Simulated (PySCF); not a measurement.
C₂H₆BFN₂, SMILES C/N=C/B(N)F. Coordinates come from a B3LYP-D3(BJ)/def2-SVP optimisation. The structure was generated by enumeration; whether it is a known compound was not checked. One conformer was computed; it need not be the lowest.

Computed equilibrium geometry at B3LYP-D3(BJ)/def2-SVP (PySCF confirms it by a frequency run) as a Z-matrix, and its point group (one conformer of several):
point group Cs.
```
C
N 1 1.2764
H 1 1.1143 2 120.46
C 2 1.4417 1 119.56 3 0.00
H 4 1.1037 2 109.35 1 -122.09
H 4 1.1037 5 106.14 2 117.85
H 4 1.1095 5 108.88 6 117.06
B 1 1.5813 3 120.09 2 -180.00
F 8 1.3454 1 119.29 3 0.00
N 8 1.3907 9 120.83 1 180.00
H 10 1.0120 8 124.63 9 0.00
H 10 1.0144 11 116.37 8 180.00
```
Charge 0, spin multiplicity 1.
